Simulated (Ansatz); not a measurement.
`FC([SiH3])[SeH]` + `NC[CH2][GeH3]` → `[SiH3]C[CH2][GeH3]` + `NC(F)[SeH]`  (redistribution)

Isolated molecules relaxed with PBE0-D4/def2-TZVP in Ansatz; ΔE leaves out vibrations. CCSD(T)/CBS adds triple-zeta CCSD(T) − MP2 to the extrapolated MP2 energy (def2 sets, frozen cores). Functionals use def2-TZVPP. B3LYP here is the variant with VWN-RPA as its local correlation; programs differ in this. For Ge, Se outer-core shells are correlated without core-valence functions, which leaves a few kJ/mol of doubt a bond. Scalar relativity is left out up to krypton. One conformer a species, not always the lowest.

```json
{"level": "B3LYP-D4", "ΔE (kJ/mol)": "-36.7"}
{"level": "ωB97X-V", "ΔE (kJ/mol)": "-35.0"}
{"level": "ωB97M-V", "ΔE (kJ/mol)": "-35.6"}
{"level": "MP2/def2-TZVPP", "ΔE (kJ/mol)": "-35.9"}
```

(1) What does CCSD(T)/CBS give? (Estimate.)

Largest T1 diagnostic among the species: 0.011.

Results:

(1) Computed: -31.5 kJ/mol. The listed levels differ from it by -5.2, -3.5, -4.1, -4.4 kJ/mol.
